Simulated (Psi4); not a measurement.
V, quartet. Base run: B3LYP/6-31G* in Psi4.

Psi4 was given this input:
```
memory 2 GB

molecule mol {
0 4
V     0.000000    0.000000    0.000000
}

set {
  basis 6-31g*
  reference uks
}

energy('b3lyp')
print_variables()
```

The base run was repeated with changes; each row names its change, and settings that it needs were set with it.

```csv
change,basis functions,E (Eh)
base,39,-943.82560
basis = cc-pVDZ-DK; relativity = spin-free X2C (with scf_type pk),43,-949.20745
basis = cc-pVTZ-DK; relativity = spin-free X2C (with scf_type pk),68,-949.21190
basis = cc-pVDZ-DK; relativity = none (with scf_type pk),43,-941.78625
basis = cc-pVTZ-DK; relativity = none (with scf_type pk),68,-941.80656
```

Total energies compare only within one method and basis.

Open shells are given as the SCF converged; they aren't shown to be the lowest states, and a large step between rows can be another state.

Basis sets contracted for a relativistic Hamiltonian are a mismatch without it, so the rows without relativity aren't non-relativistic limits. No row has spin-orbit coupling; sets with core potentials leave out the core electrons.
